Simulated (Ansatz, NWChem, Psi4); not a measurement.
Predicting a hybrid from its neighbours: NaBr

NaBr has 2 atoms, charge 0, and is taken as a singlet. SMILES: `[Na][Br]`. The coordinates come from a PBE0-D4/def2-TZVP relaxation.

The HOMO–LUMO gap y, in eV, basis cc-pVTZ; a is the functional's share of exact exchange. Programs: Ansatz 0.2.0, NWChem 7.3.0, Psi4 1.11.

```
functional  program     a  y (eV)
    r2SCAN     Psi4     0    3.72
      TPSS     Psi4     0    2.94
     TPSSh   NWChem   0.1       ?
     B3LYP     Psi4   0.2    3.94
   r2SCAN0   Ansatz  0.25    5.10
      PBE0     Psi4  0.25    4.49
     BHLYP   Ansatz   0.5    5.80
```

Fit y = c + s·a to the known rows and predict TPSSh.


1. Means of the 6 rows: a = 0.2000, y = 4.332.
2. Σ(Δa)² = 0.175, Σ(Δa·Δy) = 0.8875, so the slope is 0.8875/0.175 = 5.0714.
3. Intercept: 4.332 − (5.0714) × 0.2000 = 3.318. The largest residual of the fit is 0.51.
4. TPSSh: 3.318 + (5.0714) × 0.1 = 3.83 eV.

The run gave 3.61 eV, so the prediction is off by +0.22 eV, within the largest residual. Exact exchange lowers occupied levels and raises empty ones. The rows mix families of semi-local functionals, which the line can't see.
